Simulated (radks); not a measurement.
Results of a calculation; reference values are marked as such.
Q: These are the eigenvalues of the occupied orbitals of an atom or ion with whole-number occupations (hartree). Code: a radial shooting solver on a logarithmic mesh with Libxc functionals. Model: Dirac Kohn-Sham, PBEsol, spin-unpolarised, spherical densities, finite nucleus; Fermi nuclear charge, rms radius of each element as measured or else 0.836 A^(1/3) + 0.57 fm.

orbital  eigenvalue
1s1/2     -765.9169
2s1/2     -109.1539
2p1/2     -100.6644
2p3/2     -96.32262
3s1/2     -18.90585
3p1/2     -15.64310
3p3/2     -14.91691
3d3/2      -9.13872
3d5/2      -8.99909
4s1/2      -2.58133
4p1/2      -1.63153
4p3/2      -1.52406
4d3/2      -0.17079
4d5/2      -0.16124
5s1/2      -0.15440

Which element is it, and in what charge state? The configuration may be excited. Open shells, if any, are shared by 2j + 1.

A: Z = 43, technetium, charge 0: Tc in [Kr] 4d6 5s1. The list shows which subshells hold electrons but not how many an open one holds; the 1s level, -765.92 hartree, gives Z - s = 39.1 by -(Z - s)^2/2, which with screening and relativity narrows Z to a few neighbours, and the depths of the outer levels then fix element, charge and occupations together.
